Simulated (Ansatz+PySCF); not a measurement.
Values are calculated unless marked as measured or tabulated.
Input for Ansatz (development build ahead of 0.2.0):

```yaml
crystal:
  periodic: [false, false, false]
  atoms:
    - { symbol: H, position_ang: [0.0, 0.0, -0.50659] }
    - { symbol: H, position_ang: [0.0, 0.0, 0.50659] }
basis:
  gaussian: { orbitals: def2-SVP }
total_charge: 1
magnetization:
  initial_magnetization: 1
hamiltonian:
  xc: hf
scf:
  omitted_lower_state_checks: [stability, starts, atomic_configurations, cluster_reference, orbital_swaps, given_window_search, neighbouring_geometries, increment]
```

The input is written out in the form of the current development build from the run's settings.

The run gave:

| Item | Value |
| --- | --- |
| Converged | yes |
| Total energy | -0.59979 hartree |
| Spin squared of the determinant | 0.750 |
